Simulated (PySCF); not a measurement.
```xyz
4
charge 0 multiplicity 1, angstrom
Os    0.0000    0.0000    0.0000
S     2.0772    0.0000    0.0000
S    -1.0386    1.7989    0.0000
S    -1.0386   -1.7989    0.0000
```

These are results of PBE0/[Os def2-SVP with ECP60, S def2-SVP], scalar-relativistic core potentials, density fitting, no spin–orbit coupling, PySCF, not measurements.

This geometry of OsS3 is a stationary point at this level.

Problem. What is the point group?

Solution. D3h.

Problem. Is it a minimum?

Solution. Yes: all harmonic wavenumbers are real.

Problem. List the harmonic modes with their infrared intensities.

Solution. 
| symmetry | ω (cm⁻¹) | IR (km/mol, summed over degenerate members) | type |
| --- | --- | --- | --- |
| a2'' | 83 | 0.2 | bend |
| e' | 165 | 8.4 | bend |
| a1' | 556 | 0.0 | stretch |
| e' | 568 | 86.1 | stretch |

Problem. What is the atomisation energy, with and without zero-point energy?

Solution. 1261 kJ/mol without, 1249 kJ/mol with.

In D3h the vibrations span a2'' + 2e' + a1'. The a1' mode carries no infrared intensity, as symmetry demands.

This need not be the most stable arrangement of these atoms. No spin–orbit coupling is included, which matters more the heavier the element.
